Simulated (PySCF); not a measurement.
# Name the molecule from its bond curve

A diatomic of charge 0 contains Se. Its singlet curve at RHF-SCS-MP2 in a triple-zeta basis (spin-free X2C with a Gaussian nucleus, PySCF), in eV from the separated fragments:

R (Å), E (eV) and a bar:
```
    1.942     -0.710 ############################
    2.032     -1.266 #############
    2.123     -1.580 ####
    2.190     -1.697 #
    2.258     -1.737 
    2.326     -1.715 #
    2.416     -1.615 ###
    2.529     -1.409 #########
    2.664     -1.094 #################
    2.845     -0.635 ##############################
```

The fit gives ωe = 435 cm⁻¹ and the rotational constant Bₑ = 0.1780 cm⁻¹.

**Question.** Which atom is the partner?

**Answer.** The minimum lies at 2.265 Å, so the reduced mass is 16.8576 u Å² cm⁻¹/(Bₑ·Re²) = 18.46 u. With Se at 79.92 u the partner weighs about 24.0 u: Mg. The molecule is MgSe.

Correlated steps freeze 10 core orbitals.
